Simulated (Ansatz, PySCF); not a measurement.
Gas-phase reaction in SMILES: CC[SiH2]NC + 4 [H][H] (H2) → 3 C (CH4) + N (NH3) + [SiH4] (SiH4)
Each molecule is optimised on its own at B3LYP-D3(BJ)/def2-TZVP (Ansatz, a program for electronic structure), one conformer each, not searched for the lowest. Frequencies are from Ansatz or PySCF.
Geometry of the first species:
```xyz
16

C     -2.0073     1.0107     0.0730
C     -1.3238    -0.1586     0.7904
Si     0.0142    -1.0040    -0.2187
N      1.2194     0.1293    -0.7037
C      2.0493     0.8779     0.2280
H     -2.4945     0.6789    -0.8466
H     -2.7693     1.4792     0.6997
H     -1.2830     1.7779    -0.2051
H     -0.8862     0.1801     1.7356
H     -2.0578    -0.9227     1.0685
H     -0.5355    -1.5675    -1.4773
H      0.5462    -2.1303     0.6049
H      1.6503    -0.0045    -1.6047
H      2.9293     0.3223     0.5760
H      1.4631     1.1459     1.1091
H      2.3940     1.8121    -0.2216
```

Wanted: energy of full hydrogenation (enthalpy at 298 K, with B3LYP-D3(BJ) rigid-rotor harmonic-oscillator terms), in kJ/mol. Correlated levels leave the core frozen unless marked. No spin-orbit coupling. No relativistic terms. Basis-set limits of correlation are two-point, X^-3; Hartree-Fock from the larger set.

CCSD(T)/CBS(cc-pV(T+d)Z,cc-pV(Q+d)Z) (Ansatz) gives -135.2 kJ/mol.

Another calculation gave -151.1 kJ/mol. Which level was it?
A. B2PLYP/def2-TZVPD (Ansatz)
B. wB97X-V/def2-TZVPD (Ansatz)
C. BLYP/def2-TZVPD (Ansatz)
D. SVWN5/def2-TZVPD (Ansatz)

A, B2PLYP/def2-TZVPD (Ansatz). The others give -170.4 (BLYP), -137.7 (wB97X-V), -122.6 (SVWN5) kJ/mol.
